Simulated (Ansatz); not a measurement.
Ideal-gas functions of C2H5BN, SMILES `B[N]C=C` radical at 600 K and 1 bar, from an Ansatz frequency run at PBE0-D4/def2-TZVP.

Molar mass 53.88 g/mol, point group Cs (symmetry number 1), electronic degeneracy 2, moments of inertia 12.928, 107.833, 116.338 u Å². Harmonic wavenumbers (cm⁻¹, unscaled): 137, 218, 427, 513, 544, 805, 854, 905, 932, 977, 1082, 1195, 1207, 1421, 1485, 1716, 2535, 2602, 3090, 3174, 3285.

Use S(trans) = R[1.5 ln M + 2.5 ln T − 1.1517]; rotational temperatures θ = 24.2544 K / I; S(rot) = R[ln(√π/σ · √(T³/θAθBθC)) + 1.5]; for each mode x = 1.438777 ν̃/T, S = R[x/(eˣ − 1) − ln(1 − e⁻ˣ)] and H = RT x/(eˣ − 1); 1 cm⁻¹ = 0.0119627 kJ/mol; R = 8.31446 J/(mol·K).

By hand: the entropy, in J/(mol·K).

Translation 173.1. Rotation: θ = 1.8761, 0.2249, 0.2085 K, giving 107.1. Vibration, mode by mode: 17.61, 13.80, 8.47, 7.10, 6.67, 4.03, 3.67, 3.33, 3.17, 2.91, 2.39, 1.93, 1.88, 1.25, 1.11, 0.70, 0.14, 0.12, 0.04, 0.04, 0.03, in all 80.4. Electronic 5.8. Sum 366.4 J/(mol·K).

By hand: H − E and G − E in kJ/mol, counted from the electronic energy.

Zero-point energy ½ × 29104 × 0.0119627 = 174.1; thermal vibration 27.3; translation, rotation and pV give 4 RT = 20.0. H − E = 221.4 kJ/mol, and G − E = 221.4 − 600 × 366.4/1000 = 1.6 kJ/mol.

Vibration gives 22 % of the entropy, 17.6 J/(mol·K) of it from the mode under 150 cm⁻¹: soft modes count most, and the harmonic formula is weakest for them. The sum counts one conformer and one mirror image; others add a mixing term.
